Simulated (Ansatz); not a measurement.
Start from `[OH][Mo]([F])(=[S])([Cl])[Cl]` and change one atom or group to get `C[O][Mo]([F])(=[S])([Cl])[Cl]`.

Ansatz, PBE0-D4/def2-TZVP geometries, multiplicity 1. Each molecule was computed in one conformer, which needn't be the lowest.

Elements past krypton have def2 core potentials.

```
                                        property  `[OH][Mo]([F])(=[S])([Cl])[Cl]`
              HOMO energy (PBE0/def2-TZVPP) / eV                            -8.65
           HOMO energy (ωB97M-V/def2-TZVPP) / eV                           -10.74
            HOMO–LUMO gap (PBE0/def2-TZVPP) / eV                             4.34
size of the dipole moment (B3LYP/def2-TZVPP) / D                             1.84
           LUMO energy (ωB97M-V/def2-TZVPP) / eV                            -2.20
  zero-point energy (PBE0-D4/def2-TZVP) / kJ/mol                             52.8
```

Task: Give the same properties after the change, and the shifts. (Estimate.)

Result: The calculation gave: 
```tsv
property	`C[O][Mo]([F])(=[S])([Cl])[Cl]`	shift
HOMO energy (PBE0/def2-TZVPP) / eV	-8.44	0.21
HOMO energy (ωB97M-V/def2-TZVPP) / eV	-10.54	0.20
HOMO–LUMO gap (PBE0/def2-TZVPP) / eV	4.39	0.05
size of the dipole moment (B3LYP/def2-TZVPP) / D	3.09	1.25
LUMO energy (ωB97M-V/def2-TZVPP) / eV	-1.98	0.22
zero-point energy (PBE0-D4/def2-TZVP) / kJ/mol	128.8	76.0
```

With PBE0 the HOMO rises by 0.21 eV and the LUMO rises by 0.26 eV, so the gap widens by about 0.05 eV. PBE moves the HOMO by 0.19 eV and ωB97M-V by 0.20 eV. The zero-point energy changes by 76.0 kJ/mol with +9 modes. Dipoles are sizes alone; their direction can turn.

B3LYP here is the variant with VWN-RPA as its local correlation; programs differ in this.
